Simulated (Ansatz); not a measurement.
Program: Ansatz. Geometries: PBE0-D4/def2-TZVP. ΔE: electronic, gas phase. CCSD(T)/CBS adds triple-zeta CCSD(T) − MP2 to the extrapolated MP2 energy (def2 sets, frozen cores). This one scheme is used for every species. DFT in def2-TZVPP. HSE06 is defined as in plane-wave codes. Elements past krypton have def2 core potentials. For I, Sn outer-core shells are correlated without core-valence functions, which leaves a few kJ/mol of doubt a bond.

Consider the hydrogenolysis of the Sn–Cl bond: `[Cl][SnH2][I]` + H₂ → `[SnH3][I]` + HCl.

| level | ΔE (kJ/mol) |
| --- | --- |
| B97M-V | 67.2 |
| HSE06-D4 | 68.3 |
| CAM-B3LYP | 61.1 |
| CCSD/def2-SVP | 53.9 |

Problem. What does CCSD(T)/CBS give? (Estimate.)

Solution. The calculation gave: +73.6 kJ/mol. The listed levels differ from it by -6.4, -5.3, -12.5, -19.7 kJ/mol.

Largest T1 diagnostic among the species: 0.011.

From r2SCAN to r2SCAN0 (25 % exact exchange), in def2-TZVPP and without D4, ΔE moves by −4.2 kJ/mol. At CCSD(T), def2-SVP lies −17.6 kJ/mol from the extrapolated value and def2-TZVPP −11.6 kJ/mol. Leaving LDA and LC-ωPBE aside and taking each functional with its dispersion term where it has one, the values, not all of them listed here, spread over 10.9 kJ/mol, from CAM-B3LYP-D4 to BLYP-D4. LDA lies −8.1 kJ/mol from PBE without D4.
